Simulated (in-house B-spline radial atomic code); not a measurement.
RPA and G0W0 for O5+, [He] 2s1, highest spin, as one setting changes: the highest l of the empty states. Start: PBE0. A dash marks a level of low quasi-particle weight. Computed with a B-spline radial code for spherical atoms: all electrons, non-relativistic, point nucleus, each spin shell either full or empty, empty states to the listed l with an (l + 1/2)⁻⁴ tail; G0W0 by contour deformation at full frequency.

```tsv
highest l of the empty states	RPA summed (Eh)	RPA extrapolated (Eh)	G0W0 level (eV)
2	-0.1354	-0.14065	2s up -139.65
3	-0.13854	-0.14092	2s up -139.65
4	-0.13972	-0.14098	2s up -139.65
5	?	?	?
6	-0.14053	-0.141	2s up -139.65
7	-0.14068	-0.14099	2s up -139.65
8	-0.14077	-0.14099	2s up -139.65
9	?	?	?
10	-0.14086	-0.14097	2s up -139.65
11	-0.14089	-0.14096	2s up -139.65
```

Problem. What belongs in the row for 9?

Solution. RPA summed (Eh): -0.14083; RPA extrapolated (Eh): -0.14098; G0W0 level (eV): 2s up -139.65.

Problem. What belongs in the row for 5?

Solution. RPA summed (Eh): -0.14025; RPA extrapolated (Eh): -0.14099; G0W0 level (eV): 2s up -139.65.
